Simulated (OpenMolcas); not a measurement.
Ar2+: Slater's ratio, worked from levels

```json
{"Program": "OpenMolcas", "Basis": "ANO-RCC-VDZP [4s3p1d]", "Scalar Hamiltonian": "DKH2, point nucleus", "Active space": "6 electrons in 4 orbitals (3s 3p)", "State averaging": "2S+1 = 3 even, 3 roots; 2S+1 = 1 even, 6 roots; 2S+1 = 3 odd, 3 roots; 2S+1 = 1 odd, 3 roots", "Spin-orbit coupling": "state interaction with AMFI integrals over the reference wave functions, term energies averaged over their components"}
```

Methods: CASSCF; SS-CASPT2, IPEA 0.25 Eh, imaginary shift 0.1 Eh (closed shells correlated: 2s 2p). Measured levels: Saloman, J. Phys. Chem. Ref. Data 39, 033101 (2010).

**Slater's ratio.** With one set of orbitals, p4 has 1D - 3P = 6 F2 and 1S - 1D = 9 F2 (F2 = F²/25), a ratio of 3/2. Term energies are centres of gravity, weighted by 2J + 1.

```
   Source  1D - 3P  1S - 3P  F2 from the first  Ratio
   CASSCF    16320    30870               2720  0.892
SS-CASPT2    15000    32987               2500  1.199
 measured    13465    32721               2244  1.430
```

Energies in cm-1. A ratio away from 3/2 shows effects beyond one configuration with one set of orbitals, and in heavier atoms second-order spin-orbit shifts. In CASSCF the valence s occupation is 1.94 in 1S against 2.00 in 1D: mixing out of s² acts most on 1S and pulls it down.

CASPT2 does not keep the components of a term degenerate, so their means are used; among the terms shown or strongly mixed into the levels shown the widest spread is 140 cm-1 (3s2 3p4 1D, SS-CASPT2). Over all roots computed the reference weight is 0.88 to 0.97 in SS-CASPT2; the roots of lowest weight are the least certain, and an intruder state may touch them. Measured partners are found by configuration, term and J. A level has none where our copy of the source lacks it or the pairing is in doubt (some pairs that miss far off the trend of their configuration count as doubtful), and it then counts in no deviation. Only configurations of the active space appear.
